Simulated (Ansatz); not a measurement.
Computed with Ansatz.

A structure relaxed at PBE0-D4/def2-TZVP, charge 0, multiplicity 1:

Cartesian coordinates in Å:
```
O 2.1758 -1.2033 0.5288
Si 0.5746 -0.9633 0.7121
O -0.1856 -1.7461 -0.5087
N 0.0777 0.6900 0.6121
Si -0.7761 1.4269 -0.6696
Cl -2.6790 0.6218 -0.8782
H 2.5591 -1.0528 -0.3369
H 0.2778 -1.4751 2.0645
H -1.1285 -1.6009 -0.6222
H 0.1756 1.2440 1.4514
H -0.9454 2.8670 -0.3782
H -0.1258 1.1917 -1.9751
```

Question: Give its formula and SMILES.

Answer: ClH6NO2Si2, `O[SiH](O)N[SiH2]Cl`.

Question: Summarise the bond lengths by kind.

Answer: 2 × O–Si 1.629 to 1.637 Å; 2 × H–O 0.959 to 0.961 Å; 2 × N–Si 1.707 to 1.729 Å; 3 × H–Si 1.476 to 1.479 Å; 1 × H–N 1.010 Å; 1 × Cl–Si 2.077 Å.
